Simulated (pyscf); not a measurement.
## •H₂C–C≡N, doublet

Gas-phase minimum from PySCF at ωB97X-D3(BJ)/def2-SVP, one conformer. Other isomers of •H₂C–C≡N were not searched in full and may lie lower. 

```xyz
5

C     -0.1592     0.1507    -0.7630
C      0.8698     0.5558     0.0845
N      1.7338     0.8961     0.7961
H     -1.1741     0.5217    -0.6039
H      0.0509    -0.5370    -1.5851
```
Charge 0, spin multiplicity 2.

Bonds (Å): C1–C2 1.393, C1–H4 1.092, C1–H5 1.092, C2–N3 1.170. Bond angles (°): C2–C1–H4 119.9, C2–C1–H5 119.9, H4–C1–H5 120.1, C1–C2–N3 180.0.

Properties at ωB97X-D3(BJ)/def2-SVP:

```json
{
 "harmonic_wavenumbers_unscaled": "379, 436, 656, 1016, 1063, 1430, 2209, 3195, 3318 cm⁻¹",
 "zero_point_energy": "19.6 kcal/mol",
 "rotational_symmetry_number": "2",
 "Entropy of this conformer at 298 K and 1 atm, rigid rotor and harmonic oscillator, modes under 100 cm⁻¹ raised to 100": "248.5 J/(mol K)",
 "dipole_moment": "3.35 D",
 "Spin expectation value S2": "0.774"
}
```

Single-point totals, which compare only within one level (frozen core for MP2 and CC):

```csv
level,total energy (hartree)
ωB97X-D3(BJ)/def2-TZVP,-132.18804
PBE/def2-TZVP,-131.97926
r²SCAN/def2-TZVP,-132.06907
B3LYP-D3(BJ)/def2-TZVP,-132.15277
PBE0-D3(BJ)/def2-TZVP,-131.98438
M06-2X/def2-TZVP,-132.08345
ωB97M-D3(BJ)/def2-TZVP,-132.18178
UHF/def2-TZVPP,-131.35609
MP2/def2-TZVPP,-131.81155
CCSD/def2-TZVPP,-131.84307
CCSD(T)/def2-TZVPP,-131.86665
```

The CCSD(T) − MP2 part came from Ansatz, without density fitting, on the same reference. A UHF reference is spin-contaminated (<S²> up to 0.94), which harms MP2 most.
